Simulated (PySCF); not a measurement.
How methods differ on the ionisation energy of Rb(12+)

Rb(12+) [Ar] 3d7 [3d3/2^4 3d5/2^3, M_J = 9/2] → Rb(13+) [Ar] 3d6 [3d3/2^4 3d5/2^2, M_J = 4], as a difference of total energies. All numbers are calculated (PySCF 2.14, the two-component X2C-1e Hamiltonian, in an uncontracted even-tempered set (17 s from 0.88 bohr⁻², ratio 2.8; 13 p from 1.1 bohr⁻², ratio 2.8; 8 d from 1.1 bohr⁻², ratio 2.8; 4 f from 5.7 bohr⁻², ratio 3)). Correlated levels: [Ne] frozen; the 76 highest virtual spinors dropped. "Screened" scales the spin-orbit matrix elements by Boettger's factors to mimic the two-electron term; Breit and QED terms are absent.

| method | ionisation energy (eV) |
| --- | --- |
| GHF (spin-free) | 400.03 |
| GMP2 (spin-free) | 401.32 |

How much does correlation contribute at GMP2 (spin-free)?

401.32 − (400.03) = 1.29 eV, measured against GHF (spin-free).

The spin-free rows relax to the high-spin LS determinant and lack the spin-orbit shift.

The labels give the starting determinants; with spin-orbit coupling the two ends relaxed to ⟨J²⟩ = 24.75, ⟨L²⟩ = 12.28, ⟨S²⟩ = 3.65.

For comparison: 400 ± 3 eV (theoretical estimate listed by NIST; NIST Atomic Spectra Database, ionization energies).
